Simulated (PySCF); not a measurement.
This script is equivalent to a calculation on Li⁺ (lithium, charge +1).

```python
from pyscf import gto, scf, dft, mp, cc
import basis_set_exchange as bse
mol = gto.M(atom="Li 0 0 0", charge=1, spin=0, symmetry="D2h",
            basis=gto.basis.parse(bse.get_basis("aug-cc-pCVTZ-DK", elements=["Li"], fmt="nwchem", augment_diffuse=1)),
            nucmod="G")
mf = scf.UHF(mol).sfx2c1e()
mf.irrep_nelec = {'Ag': (1, 1)}
mf.kernel()
```

What total energy does it give?

-7.23704 hartree (calculated).

Which occupied shell lies highest, and where?

1s, at -75.988 eV.
